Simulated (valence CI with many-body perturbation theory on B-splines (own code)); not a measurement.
Values are calculated unless marked as measured or tabulated.
# Ladder of approximations for Mn¹⁰⁺

Method: valence CI with perturbative core correlation (CI+MBPT): five valence electrons over a frozen Dirac-Fock core [Ne], a basis of 9 s, 9 p, 8 d, 6 f, 3 g, 1 h functions for each j, with the one-electron correlation potential Σ1, the two-electron term Σ2, the three-electron term Σ3, Breit, model QED; selected CI, second order for the rest, scaled by the run's own slope (own B-spline code, finite nucleus).

No measured spectrum was set against this ion. As an estimate, levels of excited configurations hold to 0.05 to 0.15 % of their energy, terms of the ground configuration to about 0.5 %. Among the levels kept, up to 660 cm⁻¹ of a level comes from second order outside the variational space, and about a tenth of that is noise between levels of different J, which matters for small intervals.

Each rung adds one term. CI alone is the Dirac-Coulomb CI over the frozen core; QED comes last and gives the full result, which names the levels. Energies are above 3s2.3p3 4S°_3/2 on the same rung, in cm⁻¹.

Names give the largest LS component (configuration and term), which can be under half, so a name can repeat, a term be missing and a line seem to break the LS rules; names also repeat where a configuration has a term twice. Letters in brackets count levels of one name in rising energy.

```csv
Level,CI alone
3s2.3p3 2D°_3/2,40066
3s2.3p3 2D°_5/2,43518
3s2.3p3 2P°_1/2,70083
3s2.3p3 2P°_3/2,74776
3s.3p4 4P_5/2,254238
3s.3p4 4P_3/2,261983
3s.3p4 4P_1/2,265627
3s.3p4 2D_3/2,315749
3s.3p4 2D_5/2,317235
3s2.3p2.3d 2P_3/2 [a],363682
3s.3p4 2P_1/2,368183
3s.3p4 2S_1/2,381859
3s2.3p2.3d 4F_3/2,399422
3s2.3p2.3d 4F_5/2,402514
3s2.3p2.3d 4F_7/2,407031
3s2.3p2.3d 4F_9/2,412728
```

(1) What do these energies become with core correlation, Breit and QED?

(2) How does the ionisation energy move along the ladder, and which term matters most?

Answers

(1) 3s2.3p3 2D°_3/2 39625 (-441); 3s2.3p3 2D°_5/2 42946 (-573); 3s2.3p3 2P°_1/2 69284 (-799); 3s2.3p3 2P°_3/2 73889 (-887); 3s.3p4 4P_5/2 253962 (-276); 3s.3p4 4P_3/2 261673 (-310); 3s.3p4 4P_1/2 265264 (-363); 3s.3p4 2D_3/2 314648 (-1100); 3s.3p4 2D_5/2 316047 (-1188); 3s2.3p2.3d 2P_3/2 [a] 361523 (-2159); 3s.3p4 2P_1/2 365936 (-2247); 3s.3p4 2S_1/2 379503 (-2356); 3s2.3p2.3d 4F_3/2 397414 (-2008); 3s2.3p2.3d 4F_5/2 400411 (-2103); 3s2.3p2.3d 4F_7/2 404789 (-2241); 3s2.3p2.3d 4F_9/2 410295 (-2433).

(2) CI alone 282.88, + Σ1 283.42, + Σ2 283.29, + Σ3 283.11, + Breit 283.07, + QED 283.07 eV. The largest step is Σ1, 0.55 eV. NIST lists 286.1 ± 0.5 eV (semi-empirical), further off than its uncertainty and the later steps.
